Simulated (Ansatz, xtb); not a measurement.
**Isomers of C4H9BF2 in order of energy**

3 gas-phase structures of C4H9BF2, from a drawn sample of its isomers (lower ones may exist). Each was relaxed with GFN2-xTB; where two conformers were screened, the lower at r2SCAN-D4/def2-SVP is listed:

A. `CC(C)(C)B(F)F`, a singlet
B. `CCCCB(F)F`, a singlet
C. `CC[C@H](C)B(F)F`, a singlet

Q: Estimate their order in r2SCAN-D4/def2-SVP energy at these geometries, lowest first.

A: Calculated order at r2SCAN-D4/def2-SVP: B (0.0), A (1.1), C (1.6) kcal/mol. Less than 1 kcal/mol parts A and C, so the order within that pair means little.

Energies above the lowest of each column, in kcal/mol; the last columns are at B3LYP/def2-SVP geometries:

```tsv
structure	GFN2-xTB	HF/STO-3G	r2SCAN-D4/def2-SVP	B3LYP/def2-SVP	CCSD(T)/def2-SVP + ΔMP2/def2-TZVPP
B	0.0	0.0	0.0	0.0	0.0
A	0.8	2.5	1.1	2.7	0.1
C	1.3	1.6	1.6	1.7	1.0
```

Every level run on B puts it lowest or level with the lowest. Flexible structures stand in one conformer each, not always the lowest. A keeps a small imaginary mode. ΔMP2 is the change of the MP2 energy from the smaller to the larger basis.

Programs: Ansatz 0.2.0, xtb 6.7.1.
